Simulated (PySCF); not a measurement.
Spinor energies of Tb⁴¹⁺ (terbium, charge +41)

Start: [Ar] 3d6; 3d3/2 filled at m_j = -3/2, -1/2, +1/2, +3/2; 3d5/2 filled at m_j = +3/2, +5/2. Calculated with PySCF 2.14 in an even-tempered Gaussian basis (16 s from 8.9 bohr⁻², ratio 2.8; 12 p from 12 bohr⁻², ratio 2.8; 8 d from 12 bohr⁻², ratio 2.8; 3 f from 41 bohr⁻², ratio 3): generalised Hartree-Fock with the X2C-1e Hamiltonian and a Gaussian nucleus; one run each with spin-orbit coupling (SO) switched off, then screened by Boettger's factors.

```tsv
spinor shell	electrons	ε, spin-free (eV)	ε, screened SO (eV)	weight of nominal j (screened SO)	rms radius, screened SO (bohr)
1s1/2	2	-54405.6	-54393.0	1.000	0.0245
2s1/2	2	-10874.0	-10868.9	1.000	0.0985
2p1/2	2	-9900.2	-10437.2	1.000	0.0842
2p3/2	4	-9900.2	-9667.4	1.000	0.0904
3s1/2	2	-3869.0	-3867.4	1.000	0.246
3p1/2	2	-3558.4	-3692.6	0.998	0.236
3d3/2	4	-3216.5	-3233.4	0.966	0.216
3d5/2	2	-3216.5	-3194.8	0.965	0.219
```

(1) Where does 3p3/2 lie, and what is the 3p spin-orbit splitting (screened SO)?

```
   quantity     spin-free   screened SO
E (hartree)  -10448.28127  -10457.78044
        M_J             4             4
       ⟨J²⟩        20.000        20.015
       ⟨L²⟩         6.000        11.493
       ⟨S²⟩         6.000         3.327
```

Each row is a mean over spinors that exchange with the open shell spreads, by up to 36.921 eV (3p3/2).

Breit and QED terms are absent; they matter most for the inner s and p1/2 levels.

Densities and radii are taken from the X2C orbitals without a picture-change correction, which distorts them close to the nucleus.

Without spin-orbit coupling the j labels of p, d and f shells carry no meaning; the spin-free column gives the mean over the occupied spinors of each nl shell.

Answers

(1) At -3499.2 eV, 193.44 eV above 3p1/2.
